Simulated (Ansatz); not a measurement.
Z-matrix (Å, degrees):
```
C
C 1 1.516
H 1 1.096 2 110.6
H 1 1.093 2 111.2 3 -119.2
H 1 1.092 2 110.4 3 120.5
C 2 1.516 1 112.3 3 58.6
O 2 1.417 1 111.5 3 -67.3
H 2 1.099 1 108.5 3 178.5
H 6 1.092 2 110.4 1 -179.2
H 6 1.096 2 110.6 1 -58.7
H 6 1.093 2 111.2 1 60.5
In 7 1.960 2 122.9 1 63.1
Cl 12 2.312 7 125.6 2 0.2
Cl 12 2.298 7 116.7 2 -179.9
```

Charge 0, multiplicity 1. In takes the def2 core potential.

**Question.** List the r2SCAN/def2-TZVPP orbital energies in eV (Ansatz). (Estimate.)

**Answer.** Computed: Occupied: -2753.36, -2753.32, -516.00, -274.81, -273.09, -273.09, -254.72, -254.68, -193.26, -193.23, -193.13, -193.11, -193.09, -193.07, -126.77, -83.49, -83.26, -83.18, -26.44, -21.75, -21.74, -20.93, -20.67, -20.60, -20.10, -19.86, -19.64, -18.29, -15.25, -12.40, -12.10, -11.23, -11.07, -10.18, -9.98, -9.40, -9.30, -9.24, -8.52, -8.31, -8.18, -8.04, -7.28, -7.04. Lowest empty: -3.06, -1.76, 0.71, 0.85, 1.55, 1.71, 2.10, 2.20.
